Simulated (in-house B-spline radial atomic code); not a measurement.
# Excitations of Nb5+ by several methods

Full response, energies in eV; labels give the largest channel, * marks a mixed state, a dash one above the method's threshold, and an imaginary frequency an unstable closed-shell reference. Computed with an all-electron radial atomic-structure program (B-spline basis): linear response of the closed shell [Ar] 3d10 4s2 4p6 with each method's own kernel (bare exchange for TDHF, static screening on G0W0 levels for BSE, the adiabatic kernel for functionals); scalar-relativistic (spin-free one-electron X2C), finite nucleus, no spin-orbit coupling, no double excitations, S, P, D and F terms only; shells from n = 2 respond. Only terms of natural parity with L up to 3 were computed.

| method | 4p → 4d 3P | 4p → 4d 3F | 4p → 4d 1F | α (bohr³) |
| --- | --- | --- | --- | --- |
| TDHF | 34.12 | 34.76 | 37.98 | 2.274 |
| BSE on G0W0@HF | 34.70 | 35.50 | 38.29 | 2.241 |
| LDA VWN5 | 34.75 | 35.37 | 37.55 | 2.275 |
| PBE | 34.37 | 34.73 | 37.31 | 2.283 |
| PBE0 | 34.43 | 34.89 | 37.60 | 2.276 |
| B3LYP (VWN-RPA) | 34.41 | 34.85 | 37.44 | 2.28 |
| CAM-B3LYP | ? | ? | ? | ? |
| LC-wPBE | 34.40 | 34.77 | 37.41 | 2.28 |
| HSE06 | 34.39 | 34.85 | 37.56 | 2.28 |
| BHandHLYP | 34.36 | 34.89 | 37.69 | 2.276 |
| BLYP | 34.28 | 34.61 | 37.18 | 2.287 |
| PBEsol | 34.47 | 34.94 | 37.45 | 2.278 |
| BP86 | 34.52 | 34.83 | 37.37 | 2.278 |
| LDA exchange-only | 34.08 | 34.86 | 37.42 | 2.294 |
| B97-1 | ? | ? | ? | ? |
| RPBE | 34.32 | 34.64 | 37.24 | 2.285 |
| OLYP | 34.21 | 34.71 | 37.32 | 2.269 |

(1) What does B97-1 give?

(2) What does CAM-B3LYP give?

Results:

(1) 4p → 4d 3P: 34.67; 4p → 4d 3F: 35.16; 4p → 4d 1F: 37.50; α: 2.276 (eV, bohr³).

(2) 4p → 4d 3P: 34.40; 4p → 4d 3F: 34.88; 4p → 4d 1F: 37.47; α: 2.281 (eV, bohr³).
